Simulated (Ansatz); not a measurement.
Reaction (ligand exchange at the Sn–F bond): `C[O][SnH]([F])[Cl]` + silanol → `C[O][SnH]([Cl])[O][SiH3]` + H–F

Calculated with Ansatz (gas phase, PBE0-D4/def2-TZVP geometries, no zero-point term in ΔE). CBS: MP2 limit from def2 TZ/QZ plus the TZ coupled-cluster correction, frozen cores. This one scheme is used for every species. DFT in def2-TZVPP. def2 core potentials past Kr. For Sn outer-core shells are correlated without core-valence functions, which leaves a few kJ/mol of doubt a bond. Each species was taken in one conformer, which may not be the lowest.

```csv
level,ΔE (kJ/mol)
r2SCAN,22.7
PBE0,22.0
```

Task: What does CCSD(T)/CBS give? (An estimate is asked.)

Result: The calculation gave: +5.5 kJ/mol. The listed levels differ from it by 17.2, 16.5 kJ/mol.

Largest T1 diagnostic among the species: 0.014.

In def2-TZVPP, CCSD(T) changes the Hartree–Fock value by −16.2 kJ/mol (the triples alone add −2.1 kJ/mol) and MP2 by −19.3 kJ/mol. The D4 term adds −13.8 kJ/mol with B3LYP and −8.2 kJ/mol with PBE0; it sums over pairs of atoms, weighted by their polarisabilities, and B3LYP, whose exchange is more repulsive, gets the larger term. From PBE to PBE0 (25 % exact exchange), in def2-TZVPP and without D4, ΔE moves by −5.9 kJ/mol.

B3LYP here is the variant with VWN-RPA as its local correlation; programs differ in this.
